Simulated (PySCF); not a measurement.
Correlation energy of Cu(2+) (copper, charge +2)

Starting occupation: [Ar] 3d8 4s1, 3d3/2 with m_j = -1/2, +1/2, +3/2, 3d5/2 with m_j = -3/2, -1/2, +1/2, +3/2, +5/2, 4s1/2 with m_j = +1/2. Computed with PySCF 2.14 in x2c-SVPall-2c with one added diffuse shell each of s, d type (6s5p4d1f, 48 functions), with X2C-1e with screened-nucleus spin-orbit coupling, Gaussian nucleus. Frozen: [Ne]; 17 electrons correlated; the 6 highest virtual spinors left out.

MP2 pair energies summed by pair of shells (mhartree):

```csv
pair,energy,share (%)
3d-3d,-107.00,45.2
3d-3p,-76.09,32.1
3p-3p,-32.54,13.7
3d-4s,-6.69,2.8
3d-3s,-5.70,2.4
3p-3s,-5.14,2.2
3p-4s,-2.30,1.0
3s-3s,-1.35,0.6
3s-4s,-0.17,0.1
```

Total MP2 correlation energy: -236.99 mhartree.

The GHF reference relaxed away from the jj start to a determinant that is no pure jj level (⟨S²⟩ = 3.75, ⟨J²⟩ = 24.75); the energies belong to that determinant.

This basis was not built for core-valence correlation, so the inner-shell part is incomplete.
